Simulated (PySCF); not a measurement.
MoF4, SMILES [F][Mo]([F])([F])[F] (connectivity only; charge and spin as stated), neutral, multiplicity 3.

Coordinates come from a PBE-D3(BJ)/def2-SVP optimisation. The geometry has at least one imaginary mode, so it is a saddle point at that level. The spin state was assumed, not searched. The def2 effective core potentials stand for the cores of Mo; spin–orbit coupling is left out.

Calculation: PBE-D3(BJ)/def2-SVP (PySCF).

Frequencies are harmonic and unscaled.

| mode | ν (cm⁻¹) | IR (km/mol) | moving atoms (share of kinetic energy) |
|---|---|---|---|
| 1 | 94i | 0.0 | F 100 % |
| 2 | 132 | 20.4 | F 56 %, Mo 44 % |
| 3 | 157 | 18.6 | F 82 %, Mo 18 % |
| 4 | 229 | 11.4 | F 86 %, Mo 14 % |
| 5 | 290 | 0.0 | F 100 % |
| 6 | 514 | 0.0 | F 100 % |
| 7 | 680 | 0.0 | F 100 % |
| 8 | 697 | 223.6 | F 74 %, Mo 26 % |
| 9 | 722 | 222.7 | F 70 %, Mo 30 % |
